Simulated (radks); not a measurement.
Task: The bromine ion Br6+ is in [Ar] 3d10 4s1. Calculated with a radial shooting solver on a logarithmic mesh with Libxc functionals: scalar-relativistic Kohn-Sham, LDA (Slater exchange, Perdew-Wang correlation), spin-polarised, spherical densities, finite nucleus; Fermi nuclear charge, rms radius of each element as measured or else 0.836 A^(1/3) + 0.57 fm. Open shells are filled with parallel spins first. One electron is removed from 3s, 3p, 3d, 4s in turn, with full relaxation. Which removal costs least, and what does each cost?

Result: 4s 104.54 eV; 3d 172.40 eV; 3p 279.23 eV; 3s 343.53 eV. The 4s electron leaves first.
